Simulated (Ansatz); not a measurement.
Two isomers of GeH6O2Si: A = `O[SiH](O)[GeH3]`, B = `[OH][GeH]([OH])[SiH3]`.

Computed with Ansatz on PBE0-D4/def2-TZVP structures; ΔE is electronic, products minus reactants. CCSD(T)/CBS is the MP2 limit (def2-TZVPP, def2-QZVPP) plus CCSD(T) − MP2 in def2-TZVPP, frozen cores. DFT in def2-TZVPP. B3LYP here is the variant with VWN-RPA as its local correlation; programs differ in this. For Ge outer-core shells are correlated without core-valence functions, which leaves a few kJ/mol of doubt a bond. Scalar relativity is left out up to krypton. One conformer a species, not always the lowest.

**Question.** Which isomer does CCSD(T)/CBS put lower? Give the gap. (Estimate.)

**Answer.** Ansatz gave: A, by 130.4 kJ/mol.

**Question.** Give E(B) − E(A) in kJ/mol with CCSD(T)/def2-TZVPP, CCSD/def2-TZVPP, B3LYP, LDA (SPW92), ωB97M-V, B3LYP-D4, CCSD(T)/def2-SVP. (Best estimate.)

**Answer.** The calculation gave: CCSD(T)/def2-TZVPP 124.2, CCSD/def2-TZVPP 126.7, B3LYP 127.8, LDA (SPW92) 136.9, ωB97M-V 132.2, B3LYP-D4 128.4, CCSD(T)/def2-SVP 104.1. None reverses the order clearly.

**Question.** Does the order hold for the free energy at 298.15 K (harmonic terms from PBE0-D4)? (An estimate is asked.)

**Answer.** Ansatz gave: Yes: G(B) − G(A) = +128.9 kJ/mol, for one conformer each. Modes under 60 cm⁻¹, often nearly free rotors, make the harmonic entropy too high.

Largest T1 diagnostic: 0.013.

From BLYP to BHLYP (50 % exact exchange), in def2-TZVPP and without D4, E(B) − E(A) moves by +12.9 kJ/mol. Leaving LDA and LC-ωPBE aside and taking each functional with its dispersion term where it has one, the values, not all of them listed here, spread over 17.5 kJ/mol, from revPBE-D4 to r2SCAN0-D4. LDA lies +16.4 kJ/mol from PBE without D4.
